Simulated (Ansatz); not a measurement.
A search over several starts for the lowest SCF solution of HfTe₂⁺ at the given spin, in a small basis.

```yaml
crystal:
  periodic: [false, false, false]
  atoms:
    - {symbol: Hf, position_ang: [-0.960542, -1.269345, 0.082776]}
    - {symbol: Te, position_ang: [-0.613280, 1.468053, 0.046529]}
    - {symbol: Te, position_ang: [1.573822, -0.198708, -0.129315]}
basis:
  gaussian: {orbitals: def2-SVP}
total_charge: 1
magnetization: {spin_polarized: true, initial_magnetization: 1}
hamiltonian: {xc: pbe0, dispersion: d4}
output: {orbitals: {seedname: orbitals}}
```

```sh
$ ansatz run in.yaml --threads 4 --pin off --events-out ev --progress --plain --max-ram 3916MiB
```

Shortened log:

```
Functional definition: PBE0
990 factors; integrals over basis functions are off by at most 3.2e-4 eV
mean field evaluation 1: about -15873.1494 eV, gradient 3.5e1 eV
mean field evaluation 2: about -15528.0699 eV, gradient 1.9e2 eV
mean field evaluation 4: about -15868.2200 eV, gradient 5.4e1 eV
mean field evaluation 8: about -15884.8846 eV, gradient 5.3e-1 eV
mean field evaluation 16: about -15886.3891 eV, gradient 3.6e-4 eV
mean field -15886.38911079 eV, -583.8140316402 hartree, gradient 2.8e-5 eV, S^2 0.873876; 4 other end points of the search recorded, 0 dependent functions left out
reference -15886.38913973 eV, -583.8140327037 hartree; 30, 29 occupied and 54, 55 virtual orbitals, 990 factors
Total energy: -15886.51578762 eV, -583.8186869279 hartree
```

It took 3.5 s on 4 threads of Arm Neoverse V2 on a shared host.

In the def2 sets Hf, Te take a core potential; there is no spin–orbit coupling. The charge 1 doublet is spin-contaminated (final ⟨S²⟩ up to 0.87, 0.75 for a pure state). The structure comes from a short search, and lower isomers may exist.
